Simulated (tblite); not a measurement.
Species: C₈H₄F₂O₂.
Numbering: `[O:1]=[C:2]([F:3])[c:4]1[cH:5][cH:6][c:7]([C:8](=[O:9])[F:10])[cH:11][cH:12]1` (hydrogens: H13 on C5; H14 on C6; H15 on C11; H16 on C12)

Computed geometry: GFN2-xTB, gas phase.

**Question.** List the bond lengths, angles and torsions at this level.

**Answer.** 
| bond | length (bohr) |
| --- | --- |
| O1=C2, C8=O9 | 2.235 |
| C2–F3, C8–F10 | 2.577 |
| C2–C4, C7–C8 | 2.778 |
| C4–C5 and 3 like bonds | 2.639 |
| C5–C6, C11–C12 | 2.607 |
| C5–H13 and 3 like bonds | 2.039 |

Bonds in one row agree within 0.02 bohr and their mean is given. A selection of angles:
| angle | degrees |
| --- | --- |
| O1–C2–F3 | 119.2 |
| O1–C2–C4 | 128.7 |
| F3–C2–C4 | 112.1 |
| C2–C4–C5 | 121.9 |
| C2–C4–C12 | 117.7 |
| C5–C4–C12 | 120.4 |
| C4–C5–C6 | 119.6 |
| C4–C5–H13 | 120.0 |
| C6–C5–H13 | 120.4 |
| C5–C6–H14 | 121.1 |

Dihedral angles: O1–C2–C4–C5 180° (antiperiplanar); C6–C7–C8–O9 0° (synperiplanar).

The 12 heavy atoms lie in one plane (0.001 Å rms). The 8 C–C bonds span 1.379 Å (C5–C6, aromatic) to 1.470 Å (C7–C8, drawn single), a spread of 0.091 Å. The 6-membered ring C4–C5–C6–C7–C11–C12 has internal angles of 119.6° to 120.4°; it is planar, 0.00 Å rms from its mean plane, widest ring torsion 0°. Of the pairs four or more bonds apart, F10···H15 is among the closest relative to their van der Waals radii: 2.38 Å, 89 % of the sum of Bondi's values.

Point group: C2h (every atom within 0.08 Å of its image). Its GFN2-xTB frequencies are all real (lowest 41 cm⁻¹). The numbers are those of one conformer.
